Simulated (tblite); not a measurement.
Species: C4H10BBrSi.
Cartesian coordinates in Å at the GFN2-xTB level; atoms count from 1:
```xyz
17
C4H10BBrSi angstrom
C      1.0446    1.2531   -1.1865
B      0.5580    0.1855   -0.1429
Si     1.8075   -0.9423    0.8856
C     -0.9742    0.0348    0.1201
C     -1.6975   -1.0266   -0.6646
C     -1.6488    0.7580    1.0045
Br    -0.7967    2.1098    2.0441
H      0.3136    1.5000   -1.9556
H      1.2222    2.1770   -0.6294
H      1.9877    1.0086   -1.6717
H      1.3104   -2.3187    1.0594
H      3.1331   -1.0779    0.2643
H      2.0385   -0.4241    2.2392
H     -1.2556   -2.0007   -0.4594
H     -1.5943   -0.8330   -1.7316
H     -2.7554   -1.0575   -0.4123
H     -2.7001    0.6661    1.2267
```

Calculated harmonic vibrations of the isolated species, GFN2-xTB (tblite), most abundant isotopes, no scaling. The method is semi-empirical: single wavenumbers can be off by several per cent or more. Modes of hydrogen on silicon can be 10 to 20 % off. One conformer, not necessarily the lowest. The optimisation stopped once no atom felt more than 0.01 eV/Å.

Lowest wavenumbers of the output (negative numbers stand for imaginary wavenumbers):
```
mode    cm-1
  1     -28.7
  2      25.5
  3      70.3
  4      90.5
  5     114.1
  6     125.8
  7     182.4
  8     206.4
  9     222.9
 10     294.5
 11     370.3
 12     446.9
 13     488.8
 14     499.1
 15     545.8
```

Problem. Is this structure a minimum?

Solution. Not by this Hessian. 1 mode is imaginary beyond 20i (29i cm⁻¹), so at this level the point lies at or near a first-order saddle. The curvature is small, so loose convergence or finite differences may be the whole cause.

Problem. Which atoms move in the imaginary mode?

Solution. 29i: H13 (Si–H hydrogen) 36 %, H11 (Si–H hydrogen) 33 %, H12 (Si–H hydrogen) 30 %. These are shares of the mass-weighted motion.

Problem. What is the remedy?

Solution. Step along that mode in both directions, optimise again with tighter thresholds and repeat the frequencies. The zero-point energy of this point (76.8 kcal/mol) counts the 44 real modes alone, and thermal corrections from it aren't those of a minimum.
